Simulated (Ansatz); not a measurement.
System: C6H7 (charge -1, singlet). It need not be the lowest isomer of its formula. Whether it binds its extra electron was not tested at this geometry. 
Coordinates optimised at B3LYP-D3(BJ)/def2-TZVP (Ansatz, an electronic-structure program):
SMILES: [CH-]1CC2=C1CC2
```xyz
13

C      1.4443    -0.5366    -0.2740
C      1.3690     0.9087     0.2306
C     -0.0997     0.5490     0.7456
C      0.1407    -0.7293     0.1591
C     -1.2863    -0.9597    -0.3222
C     -1.3729     0.6077    -0.1847
H      2.2602    -1.1828    -0.5888
H      1.2980     1.6338    -0.5891
H      2.1029     1.2883     0.9614
H     -1.4309    -1.3794    -1.3223
H     -1.9249    -1.4894     0.3913
H     -1.1686     1.0440    -1.1783
H     -2.3066     1.0460     0.1993
```
Charge -1, spin multiplicity 1.

Total electronic energies in hartree. Cores are frozen in the correlated levels unless marked. No spin-orbit coupling. No relativistic terms. CBS marks a two-point X^-3 extrapolation of the correlation energy; Hartree-Fock from the larger set. [CCSD(T)-MP2]/basis is that difference in the basis named.

| level | program | energy (Eh) |
|---|---|---|
| SVWN5/def2-TZVPD | Ansatz | -230.61306 |
| PBE-D3(BJ)/def2-TZVPD | Ansatz + dftd3 | -232.46592 |
| B3LYP-D3(BJ)/def2-TZVPD | Ansatz + dftd3 | -232.78108 |
| B3LYP/def2-TZVPD | Ansatz | -232.76326 |
| PBE0/STO-3G | Ansatz | -229.45911 |
| PBE0/6-31G* | Ansatz | -232.37384 |
| PBE0-D3(BJ)/def2-TZVP | Ansatz + dftd3 | -232.48085 |
| BHLYP-D3(BJ)/def2-TZVPD | Ansatz + dftd3 | -232.60698 |
| BHLYP-D4/def2-TZVPD | Ansatz + dftd4 | -232.60678 |
| r2SCANh-D4/def2-TZVPD | Ansatz + dftd4 | -232.60763 |
| r2SCAN0/def2-TZVPD | Ansatz | -232.58862 |
| HSE06-D4/def2-TZVPD | Ansatz + dftd4 | -232.47166 |
| HSE06/def2-TZVPD | Ansatz | -232.46230 |
| CAM-B3LYP-D3(BJ)/def2-TZVPD | Ansatz + dftd3 | -232.62424 |
| LC-wPBE-D4/def2-TZVPD | Ansatz + dftd4 | -232.60740 |
| LC-wPBE/def2-TZVPD | Ansatz | -232.59399 |
| B2GP-PLYP-D3(BJ)/def2-TZVPD | Ansatz + dftd3 | ___ |
| RPA@PBE/cc-pVTZ | Ansatz | ___ |
| MP2/aug-cc-pVDZ | Ansatz | -231.96264 |
| SCS-MP2/aug-cc-pVDZ | Ansatz | -231.94255 |
| CCSD(T)/STO-3G | Ansatz | -228.54189 |
| CCSD(T)/cc-pVDZ | Ansatz | -231.98579 |
| RI-MP2/CBS(aug-cc-pVTZ,aug-cc-pVQZ)+[CCSD(T)-MP2]/aug-cc-pVTZ | Ansatz | -232.3573 |

Question: Fill in the missing entries.

Answer: 
- B2GP-PLYP-D3(BJ)/def2-TZVPD, energy (Eh): -232.49233
- RPA@PBE/cc-pVTZ, energy (Eh): -232.70438
